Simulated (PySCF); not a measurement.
C2H5NO3Si, singlet, at a GFN2-xTB geometry. Base run: HF/6-31G, polarisability run with PySCF.

Here is a job for PySCF.
```python
from pyscf import gto, scf
from pyscf.prop import polarizability

mol = gto.M(
    atom='''
C    -0.90247314   -0.34889761    1.89044519
Si   -0.48892183   -0.56522098    0.06021466
O    -1.78967066   -0.14733530   -0.80070846
O    -0.07183065   -2.06686058   -0.40164561
N     0.87544732    0.43722125   -0.34255973
C     1.43814126    1.48232179   -0.34402447
O     2.06715410    2.45183733   -0.39184317
H    -1.31394592    0.63626896    2.08102498
H    -1.63673973   -1.07963379    2.21389289
H    -0.02086145   -0.46328822    2.51410112
H    -1.90413264   -0.47381822   -1.69029107
H     0.73322330   -2.46866042   -0.08876151
''',
    basis='6-31g',
    verbose=4,
)

mf = scf.RHF(mol)
mf.kernel()
alpha = mf.Polarizability().polarizability()[2, 2]
print('alpha_zz =', alpha)
```

Question: The base was run again with changes. Order these runs by alpha_zz (bohr³), lowest first: functional = lda,vwn | functional = pbe | basis = def2-SVP | basis = STO-3G | basis = 6-31+G* | functional = camb3lyp.

Answer: basis = STO-3G (alpha_zz (bohr³) 22.33), basis = def2-SVP (alpha_zz (bohr³) 39.88), functional = camb3lyp (alpha_zz (bohr³) 40.64), functional = pbe (alpha_zz (bohr³) 43.44), functional = lda,vwn (alpha_zz (bohr³) 43.64), basis = 6-31+G* (alpha_zz (bohr³) 46.25)

Finite-field rows take the second difference of the energy in a field along z; a small field with loose convergence shows SCF noise divided by the square of the field, and a large one adds hyperpolarisability.
